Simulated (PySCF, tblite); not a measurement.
C4H12O3Si2.
Z-matrix (Å and degrees, GFN2-xTB geometry), rows numbered from 1:
```
C 
O   1  1.3993
C   2  1.4208  1  114.08
Si  3  1.9163  2  103.52  1  -175.32
Si  4  2.3092  3  103.35  2    10.45
O   5  1.6843  4  108.78  3    60.82
C   6  1.3100  5  124.26  4     7.63
C   7  1.5071  6  113.04  5  -173.60
O   7  1.2080  6  123.48  5     6.46
H   1  1.0983  2  111.19  3    60.16
H   1  1.0978  2  111.16  3   -60.83
H   1  1.0894  2  107.04  3   179.69
H   3  1.0976  2  109.88  1    62.63
H   3  1.0956  2  109.93  1   -55.42
H   4  1.4640  3  110.54  2   141.51
H   4  1.4812  3  106.63  2  -104.72
H   5  1.4707  4  115.70  3   172.53
H   5  1.4609  4  121.91  3   -52.03
H   8  1.0858  7  110.13  6  -174.38
H   8  1.0874  7  109.51  6   -52.82
H   8  1.0884  7  108.81  6    65.15
```

The calculation used PBE0/pcSseg-1 in PySCF (dipole) on a GFN2-xTB geometry, gas phase.

Masses are those of the commonest isotopes; rigid-rotor values at the optimised geometry. The values belong to one conformer with, in the numbering `[CH3:1][O:2][CH2:3][SiH2:4][SiH2:5][O:6][C:7]([CH3:8])=[O:9]`, C1–O2–C3–Si4 -175°, O2–C3–Si4–Si5 10°, C3–Si4–Si5–O6 61°, Si4–Si5–O6–C7 8°, Si5–O6–C7–C8 -174°.

Task: What are A, B and C (GHz)?

Result: Ia = 386.41, Ib = 501.41, Ic = 642.06 u·Å²; 505379 MHz·u·Å²/I gives 1308, 1008 and 787.1 MHz, that is A = 1.3079, B = 1.0079, C = 0.7871 GHz.

Task: What kind of rotor is it?

Result: An asymmetric top. Ray's parameter κ = (2B − A − C)/(A − C) = -0.152; −1 is the prolate and +1 the oblate limit.

Task: Is it planar, by Δ = Ic − Ia − Ib?

Result: Not planar: Δ = Ic − Ia − Ib = -245.76 u·Å². For a rigid frame Δ = −2 Σ m c², so Σ m c² = 122.88 u·Å² lies off the ab plane: 19.78 from hydrogen and 103.11 from heavier atoms. The atom farthest from that plane is 2.37 Å away.

Task: Give the other two planar moments, Paa and Pbb, and the rms extents of the mass along the axes.

Result: Paa = Σ m a² = (Ib + Ic − Ia)/2 = 378.53 and Pbb = Σ m b² = (Ia + Ic − Ib)/2 = 263.53 u·Å². With the mass M = 164.03 u, the rms extents √(P/M) along a, b and c are 1.52, 1.27, 0.87 Å.

Task: Give the coordinates in the principal-axis frame, origin at the centre of mass.

Result: The sense of each axis is arbitrary; atoms in the order of the calculation.
| atom | mass (u) | a (Å) | b (Å) | c (Å) |
| --- | --- | --- | --- | --- |
| C1 | 12.000 | 1.438 | 2.451 | 0.761 |
| O2 | 15.995 | 1.281 | 1.077 | 0.552 |
| C3 | 12.000 | 1.826 | 0.612 | -0.675 |
| Si4 | 27.977 | 1.319 | -1.236 | -0.719 |
| Si5 | 27.977 | -0.180 | -1.419 | 1.028 |
| O6 | 15.995 | -1.487 | -0.398 | 0.731 |
| C7 | 12.000 | -1.674 | 0.253 | -0.391 |
| C8 | 12.000 | -2.837 | 1.210 | -0.331 |
| O9 | 15.995 | -0.985 | 0.102 | -1.372 |
| H10 | 1.008 | 0.944 | 3.032 | -0.029 |
| H11 | 1.008 | 2.499 | 2.730 | 0.787 |
| H12 | 1.008 | 0.979 | 2.682 | 1.722 |
| H13 | 1.008 | 2.911 | 0.776 | -0.688 |
| H14 | 1.008 | 1.399 | 1.176 | -1.511 |
| H15 | 1.008 | 0.950 | -1.635 | -2.078 |
| H16 | 1.008 | 2.536 | -2.017 | -0.403 |
| H17 | 1.008 | -0.879 | -2.708 | 1.137 |
| H18 | 1.008 | 0.143 | -0.954 | 2.375 |
| H19 | 1.008 | -3.010 | 1.649 | -1.308 |
| H20 | 1.008 | -3.724 | 0.682 | 0.010 |
| H21 | 1.008 | -2.610 | 1.992 | 0.391 |

Task: Which types of transition are allowed, and where do some lines up to J = 2 fall?

Result: The dipole components are |μa| = 0.27 D, |μb| = 1.82 D, |μc| = 0.72 D. The squared components, which scale the intensities, stand as 0.02 : 1.00 : 0.16 (a : b : c). Some lines, for components of 0.1 D or more:

| type | branch | J(Ka,Kc) | MHz | lower level (cm⁻¹) |
| --- | --- | --- | --- | --- |
| b | Q | 1(1,0) ← 1(0,1) | 521 | 0.060 |
| b | Q | 2(1,1) ← 2(0,2) | 826 | 0.177 |
| b | Q | 2(2,1) ← 2(1,2) | 1562 | 0.182 |
| a | R | 1(0,1) ← 0(0,0) | 1795 | 0.000 |
| c | R | 1(1,0) ← 0(0,0) | 2316 | 0.000 |
| b | R | 2(0,2) ← 1(1,1) | 3205 | 0.070 |
| a | R | 2(1,2) ← 1(1,1) | 3369 | 0.070 |
| a | R | 2(0,2) ← 1(0,1) | 3505 | 0.060 |
| b | R | 2(1,2) ← 1(0,1) | 3669 | 0.060 |
| b | R | 2(2,1) ← 1(1,0) | 4711 | 0.077 |
| c | R | 2(2,0) ← 1(1,0) | 4795 | 0.077 |

Its GFN2-xTB frequencies are all real (lowest 29 cm⁻¹). No vibrational averaging or centrifugal distortion is included, and the geometry carries the error of its method. A rigid rotor knows nothing of internal rotation, which can split or shift real lines.

Hardware: one thread, Arm Neoverse N1 (aarch64), no GPU, shared host with 64 logical CPUs at a one-minute load of 57. Cost: 94 s wall, 1.1 GiB resident at most. This is the PBE0/pcSseg-1 job that gave the dipole, with the shieldings it also computed.
